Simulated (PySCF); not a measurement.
Precursor series Y Cl-OH. Isolated molecules, 0 K electronic values unless said otherwise. One relaxed conformer stands for each flexible species; it need not be the lowest.

Level of theory: B3LYP-D3(BJ)/def2-TZVP // r2SCAN-D4/def2-SVP in PySCF. All candidates: neutral, multiplicity 1. B3LYP has the VWN-RPA correlation part, as in Gaussian. 

```yaml
HOMO: -8.83 eV
HOMO–LUMO gap: 5.55 eV
LUMO: -3.28 eV
```

**Question.** Say which member has these values.
(A) [Y(Cl)2(OH)]
(B) [Y(Cl)(OH)2]
(C) [Y(Cl)3]

**Answer.** C, [Y(Cl)3]. The others give [Y(Cl)(OH)2]: -7.95 eV, 5.73 eV, -2.22 eV; [Y(Cl)2(OH)]: -8.41 eV, 5.65 eV, -2.75 eV
